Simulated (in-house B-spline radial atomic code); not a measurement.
**BP86 excitations of neutral barium**

Method: BP86. Computed with an all-electron radial atomic-structure program (B-spline basis): linear response of the closed shell [Xe] 6s2 with the functional's adiabatic kernel; scalar-relativistic (spin-free one-electron X2C), finite nucleus, no spin-orbit coupling, no double excitations, S, P, D and F terms only; shells from n = 4 respond.

Spin-orbit coupling is strong here, so these LS terms don't match observed levels.

Command:
```bash
python run_td.py task.json out
```
Settings (radii: box in bohr, nucleus in fm):
```
Z                        56
electrons                56
configuration            [Xe] 6s2
hamiltonian              x2c
method                   b88,p86
box_radius               75
rms_radius               4.8378
intervals                76
```

Run time, properties included: 2.1 s on 1 thread of Arm Neoverse N1 (shared host).

The lowest states, in the order of their Tamm-Dancoff energies; the method's threshold (minus the highest occupied level) is 3.351 eV. Labels give the largest channel, * marks a mixed state, and oscillator strengths are full-response dipole values. Measured ¹D terms are left out, since they can mix with doubly excited terms. Semilocal kernels can invert the small singlet-triplet splittings of Rydberg terms. Energies in eV:

```csv
state,full response,Tamm-Dancoff,oscillator strength,measured (J-weighted term)
6s → 5d 3D,0.445,0.708,-,1.160
6s → 5d 1D,?,?,-,-
6s → 6p 3P,1.446,1.542,-,1.622
6s → 6p 1P,?,?,?,?
6s → 7s 3S,3.160,3.162,-,-
6s → 7s 1S,3.230,3.235,-,-
```

(1) Where does 6s → 6p 1P lie?

(2) Where does 6s → 5d 1D lie?

(3) How large is the singlet-triplet splitting of 6s → 5d (D terms) in Tamm-Dancoff?

(4) What polarisabilities and dispersion coefficient does the method give?

## Answers

(1) At 2.507 eV in full response, 2.636 eV in Tamm-Dancoff, oscillator strength 1.96; measured 2.239 eV.

(2) At 1.301 eV in full response, 1.315 eV in Tamm-Dancoff.

(3) 0.608 eV, from the unrounded values.

(4) Dipole 250.3 bohr³, quadrupole 9186 bohr⁵, C6 4764 hartree·bohr⁶ for two such species. Recommended dipole value: 272 ± 10 bohr³ (Schwerdtfeger and Nagle, table of static dipole polarizabilities (2023 update)), which includes relativity and correlation.
